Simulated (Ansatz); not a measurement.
`O[SiH]1BO1` + H₂S → `S[SiH]1BO1` + H₂O at 700 K and 1 bar (ligand exchange at the Si–O bond).

Program: Ansatz. Geometries: PBE0-D4/def2-TZVP. ΔE: electronic, gas phase. CCSD(T)/CBS is the MP2 limit (def2-TZVPP, def2-QZVPP) plus CCSD(T) − MP2 in def2-TZVPP, frozen cores. This one scheme is used for every species. One conformer a species, not always the lowest.

```json
{"species": "`O[SiH]1BO1`", "CCSD(T)/CBS energy (Eh)": "-466.08929", "H − E (kJ/mol)": "160.1", "S (J/(mol·K))": "377.7"}
{"species": "H₂S", "CCSD(T)/CBS energy (Eh)": "-398.97279", "H − E (kJ/mol)": "64.8", "S (J/(mol·K))": "236.9"}
{"species": "`S[SiH]1BO1`", "CCSD(T)/CBS energy (Eh)": "-788.67085", "H − E (kJ/mol)": "151.3", "S (J/(mol·K))": "397.2"}
{"species": "H₂O", "CCSD(T)/CBS energy (Eh)": "-76.37941", "H − E (kJ/mol)": "80.5", "S (J/(mol·K))": "218.4"}
```

H − E and S are ideal-gas, rigid-rotor, harmonic terms from PBE0-D4/def2-TZVP, for one conformer and one mirror image of each species. 1 Eh = 2625.50 kJ/mol, R = 8.31446 J/(mol·K).

Task: By hand: ΔE, ΔH, ΔS and ΔG.

Result: ΔE = (-788.67085) + (-76.37941) − (-466.08929) − (-398.97279) = 0.01182 Eh = 31.0 kJ/mol. Δ(H − E) = 151.3 + 80.5 − 160.1 − 64.8 = 6.9, so ΔH = 37.9 kJ/mol. ΔS = 397.2 + 218.4 − 377.7 − 236.9 = 1.0 J/(mol·K). ΔG = 37.9 − 700 × (1.0)/1000 = 37.2 kJ/mol.

Task: By hand: the equilibrium constant, and the temperature at which ΔG would vanish if ΔH and ΔS stayed fixed.

Result: log₁₀ K = −ΔG/(RT ln 10) = -2.8. ΔG = 0 at ΔH/ΔS = 37900 K, far beyond where these terms or the molecules hold.

The number of gas molecules stays the same, so ΔS is small and ΔH decides. A doubt of 5 kJ/mol in ΔE shifts log₁₀ K by 0.4 here. Other conformers and mirror images would add mixing entropy, several J/(mol·K) or more a flexible species. These are equilibria of isolated gas molecules and say nothing of rates. Largest T1 diagnostic: 0.016 (customary marks: 0.02 for closed shells, 0.045 for open ones).
